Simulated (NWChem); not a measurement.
System: BiHF2; SMILES [F][BiH][F]

The following NWChem deck was run.

```
start job
memory heap 200 mb stack 900 mb global 1100 mb
geometry units angstroms noautoz
  Bi    -0.194272     0.009933     0.000000
  H     -0.303830    -1.802786     0.000000
  F      1.156969     0.046359     1.513813
  F      1.156969     0.046359    -1.513813
end
basis spherical
  * library def2-svp
end
ecp
  Bi library def2-ecp
end
dft
  xc becke88 lyp
  iterations 150
  mulliken
end
task dft energy
```

The geometry was optimised at PBE0/def2-SVP. def2 effective core potentials on Bi; no spin-orbit coupling.

Give the results of this calculation. (BLYP/def2-SVP with def2 effective core potentials on Bi.) Quantities: energy (Ha); highest occupied level (eV); orbital gap (eV); dipole (D).

The energy (Ha) comes out as -414.73. The highest occupied level (eV) is -6.75 and the orbital gap (eV) is 4.56. The dipole (D) is 4.02.
